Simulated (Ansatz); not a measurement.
Abridged output of a molecular run in Ansatz:

```
Functional definition: HF
1668 factors; integrals over basis functions are off by at most 8.8e-4 eV
mean field evaluation 1: about -25482.7696 eV, gradient 3.8e1 eV
mean field evaluation 2: about -25483.1215 eV, gradient 3.9e1 eV
mean field evaluation 4: about -25487.2228 eV, gradient 5.0e0 eV
mean field evaluation 8: about -25487.3396 eV, gradient 3.6e-1 eV
mean field evaluation 16: about -25487.3404 eV, gradient 1.6e-6 eV
mean field -25487.34039526 eV, -936.6424835859 hartree, gradient 1.6e-6 eV, S^2 0.000000; 0 other end points of the search recorded, 0 dependent functions left out
17 core orbitals not correlated: weight in the atoms' cores, before any rotation towards them, 1.000 or more for the frozen orbitals, at most 0.000 for the correlated occupied ones
reference -25487.34039526 eV, -936.6424835859 hartree; 14, 14 occupied and 255, 255 virtual orbitals, 1668 factors
second order -19.67065557 eV of doubles, -0.00000000 eV of singles
cycle   1  -20.50861709 eV  change   -8.4e-1 eV  update   1.2e-1
cycle   2  -21.12996974 eV  change   -6.2e-1 eV  update   3.8e-2
cycle   3  -21.28263861 eV  change   -1.5e-1 eV  update   2.1e-2
cycle   4  -21.27182219 eV  change    1.1e-2 eV  update   5.1e-3
cycle   5  -21.26905296 eV  change    2.8e-3 eV  update   2.4e-3
cycle   6  -21.26955529 eV  change   -5.0e-4 eV  update   7.4e-4
cycle   7  -21.26914703 eV  change    4.1e-4 eV  update   3.2e-4
cycle   8  -21.26904871 eV  change    9.8e-5 eV  update   1.1e-4
cycle   9  -21.26911649 eV  change   -6.8e-5 eV  update   4.9e-5
cycle  10  -21.26912276 eV  change   -6.3e-6 eV  update   1.9e-5
perturbative correction -0.85927812 eV, -0.0315778883 hartree
Total energy: -25509.46879613 eV, -937.4556873189 hartree
```

Its atoms:

Cartesian coordinates in Å:
```
Si 1.8919 0.7308 -1.2245
Si 0.6639 -0.3616 0.4475
O -0.4684 0.6604 1.1570
C -1.8257 0.1783 1.0258
Al -1.4292 -1.5075 0.0244
H 2.8332 -0.2460 -1.8419
H 0.9815 1.2342 -2.2904
H 2.6807 1.8808 -0.7027
H 1.6433 -0.8582 1.4647
H -2.4289 0.9307 0.5042
H -2.2633 0.0623 2.0246
H -2.2790 -2.7041 -0.5887
```

**Question.** Which basis set was used?
A. def2-TZVPP
B. def2-QZVPP
C. cc-pV(Q+d)Z
D. def2-SVP

**Answer.** A. It gives 286 functions.

**Question.** Write the keys of the input that set method, charge and spin (a neutral closed shell needs none for the last two).

**Answer.** 
```yaml
correlation: {method: ccsd_t}
```
